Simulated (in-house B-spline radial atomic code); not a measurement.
The holmium ion Ho⁸⁺: [Kr] 4d10 4f10 5s2 8d1 (an excited or competing configuration)

Method: Dirac-Hartree-Fock, average of configuration, Fermi nucleus of rms radius 5.2022 fm. Calculated with a radial B-spline atomic code at the basis-set limit.

Effective charges: Z_r = [3n² - l(l+1)]/(2<r>) from the radius, Z_e = n√(-2ε) from the energy, and Slater's rules. Values are occupation-weighted means over j. An effective charge above Z reflects the relativistic contraction of the inner shells.

| shell | electrons | ε (eV) | <r> (bohr) | Z_r | Z_e | Slater |
| --- | --- | --- | --- | --- | --- | --- |
| 1s | 2 | -56094 | 0.02074 | 72.34 | 64.21 | 66.70 |
| 2s | 2 | -9622 | 0.08745 | 68.61 | 53.19 | 62.85 |
| 2p | 6 | -8570.2 | 0.07773 | 64.33 | 50.20 | 62.85 |
| 3s | 2 | -2309.1 | 0.2287 | 59.04 | 39.08 | 55.75 |
| 3p | 6 | -1977.7 | 0.2276 | 54.91 | 36.17 | 55.75 |
| 3d | 10 | -1539.5 | 0.2076 | 50.57 | 31.91 | 45.85 |
| 4s | 2 | -591.42 | 0.5189 | 46.25 | 26.37 | 39.25 |
| 4p | 6 | -478.76 | 0.5492 | 41.88 | 23.73 | 39.25 |
| 4d | 10 | -320.39 | 0.5932 | 35.40 | 19.41 | 27.85 |
| 5s | 2 | -177.66 | 1.177 | 31.85 | 18.07 | 14.85 |
| 4f | 10 | -149.08 | 0.7063 | 25.49 | 13.24 | 17.85 |
| 8d | 1 | -26.512 | 6.646 | 13.99 | 11.17 | 9.00 |

The least bound orbital is 8d5/2 at -26.46 eV, and it is also the most diffuse (<r> = 6.659 bohr).

Spin-orbit splittings of the orbital energies (j = l + 1/2 above j = l - 1/2 when positive): 2p 859.3 eV, 3p 182.8 eV, 3d 39.49 eV, 4p 41.34 eV, 4d 7.638 eV, 4f 1.099 eV, 8d 0.1267 eV.

For the 1s electron the small component carries 6.27 % of the norm, the zero-frequency Breit interaction raises the level by 175.1 eV, self-energy by 106.2 eV, and vacuum polarisation lowers it by 18.1 eV.
